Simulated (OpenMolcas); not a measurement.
## Computed transition rates of Be I

```
Program             : OpenMolcas 26.06
Method              : SS-CASPT2, IPEA 0.25 Eh, imaginary shift 0.1 Eh (closed shells correlated: 1s)
Basis               : ANO-RCC-VQZP [5s4p3d2f1g]
Scalar Hamiltonian  : DKH2, point nucleus
Active space        : 2 electrons in 4 orbitals (2s 2p)
State averaging     : 2S+1 = 3 even, 3 roots; 2S+1 = 1 even, 6 roots; 2S+1 = 3 odd, 3 roots; 2S+1 = 1 odd, 3 roots
Spin-orbit coupling : RASSI with atomic mean-field integrals over the reference wave functions, term energies averaged over their components
```

Rates come from the transition moments of the reference wave functions (E1 and E2 in the length form). At fixed line strength A goes as λ^-3 for E1 and M1 and as λ^-5 for E2, so a rate at the computed wavelength can be rescaled to the measured one. Measured vacuum wavelengths follow from level energies in NIST Handbook of Basic Atomic Spectroscopic Data. Branching counts decays inside the model space alone, at computed energies, and the table is only a selection of the E1 lines, drawn from those between levels with measured partners whose computed energy lies within a factor of 1.5 of the measured one.

```json
{"Upper": "2s 2p ¹P°₁", "Lower": "2s² ¹S₀", "Type": "E1", "λ computed (nm)": "219.4", "λ measured (nm)": "234.9", "A computed (s-1)": "6.28e+08", "A rescaled (s-1)": "5.12e+08", "Branching %": "100.0"}
{"Upper": "2p² ³P₀", "Lower": "2s 2p ³P°₁", "Type": "E1", "λ computed (nm)": "262.6", "λ measured (nm)": "265.1", "A computed (s-1)": "5.24e+08", "A rescaled (s-1)": "5.09e+08", "Branching %": "100.0"}
{"Upper": "2p² ³P₂", "Lower": "2s 2p ³P°₂", "Type": "E1", "λ computed (nm)": "262.6", "λ measured (nm)": "265.1", "A computed (s-1)": "3.93e+08", "A rescaled (s-1)": "3.82e+08", "Branching %": "75.0"}
{"Upper": "2p² ³P₁", "Lower": "2s 2p ³P°₂", "Type": "E1", "λ computed (nm)": "262.6", "λ measured (nm)": "265.2", "A computed (s-1)": "2.18e+08", "A rescaled (s-1)": "2.12e+08", "Branching %": "41.7"}
{"Upper": "2p² ³P₁", "Lower": "2s 2p ³P°₀", "Type": "E1", "λ computed (nm)": "262.6", "λ measured (nm)": "265.1", "A computed (s-1)": "1.75e+08", "A rescaled (s-1)": "1.70e+08", "Branching %": "33.3"}
{"Upper": "2p² ³P₂", "Lower": "2s 2p ³P°₁", "Type": "E1", "λ computed (nm)": "262.5", "λ measured (nm)": "265.1", "A computed (s-1)": "1.31e+08", "A rescaled (s-1)": "1.27e+08", "Branching %": "25.0"}
{"Upper": "2p² ³P₁", "Lower": "2s 2p ³P°₁", "Type": "E1", "λ computed (nm)": "262.6", "λ measured (nm)": "265.1", "A computed (s-1)": "1.31e+08", "A rescaled (s-1)": "1.27e+08", "Branching %": "25.0"}
{"Upper": "2p² ¹D₂", "Lower": "2s 2p ¹P°₁", "Type": "E1", "λ computed (nm)": "590.5", "λ measured (nm)": "698.5", "A computed (s-1)": "3.62e+07", "A rescaled (s-1)": "2.19e+07", "Branching %": "100.0"}
{"Upper": "2s 2p ³P°₁", "Lower": "2s² ¹S₀", "Type": "E1", "λ computed (nm)": "455", "λ measured (nm)": "455", "A computed (s-1)": "4.80e-02", "A rescaled (s-1)": "", "Branching %": "100.0"}
```

Spin-changing lines and M1 lines between different terms are not rescaled, since their strength hangs on the term gaps too.

The largest correction is for 2p² ¹D₂ → 2s 2p ¹P°₁ (E1): 3.62e+07 × (590.5 / 698.5)^3 = 2.19e+07 s-1, a factor of 0.60.

The computed order of these levels differs from the measured one in 1 place, and where term gaps are wrong the rates of spin-changing lines can be off by large factors.

No measured rate stands beside these. Rescaling mends the energy factor alone: line strengths can still be far off where a level mixes with configurations outside the active space, and weak or spin-changing lines hang on small mixing coefficients that depend on the term gaps too, so rescaling need not improve them.

Measured partners are found by configuration, term and J. A level has none where our copy of the source lacks it or the pairing is in doubt (some pairs that miss far off the trend of their configuration count as doubtful). Only configurations of the active space appear.

° marks odd parity.
